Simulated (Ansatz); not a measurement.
Two isomers of C3H5AlF2: A = `C[CH]1[AlH][C]1(F)F`, B = `[CH3][Al]1[CH2][C]1(F)F`.

Gas-phase electronic energies from Ansatz, PBE0-D4/def2-TZVP geometries. CBS: MP2 limit from def2 TZ/QZ plus the TZ coupled-cluster correction, frozen cores. Functionals use def2-TZVPP. B3LYP here is the variant with VWN-RPA as its local correlation; programs differ in this.

Which is lower in electronic energy at CCSD(T)/CBS, and by how much? (Estimate.)

The calculation gave: B, by 52.9 kJ/mol.

Give E(B) − E(A) in kJ/mol with CCSD(T)/def2-TZVPP, r2SCAN-D4, ωB97M-V, HF/def2-TZVPP, MP2/def2-TZVPP, B3LYP-D4, PBE-D4. (An estimate is asked.)

The calculation gave: CCSD(T)/def2-TZVPP -51.5, r2SCAN-D4 -56.0, ωB97M-V -55.0, HF/def2-TZVPP -52.0, MP2/def2-TZVPP -52.5, B3LYP-D4 -53.2, PBE-D4 -52.7. None reverses the order clearly.

Largest T1 diagnostic: 0.013.

The D4 term adds +4.0 kJ/mol with B3LYP and +2.1 kJ/mol with PBE0; it sums over pairs of atoms, weighted by their polarisabilities, and B3LYP, whose exchange is more repulsive, gets the larger term.
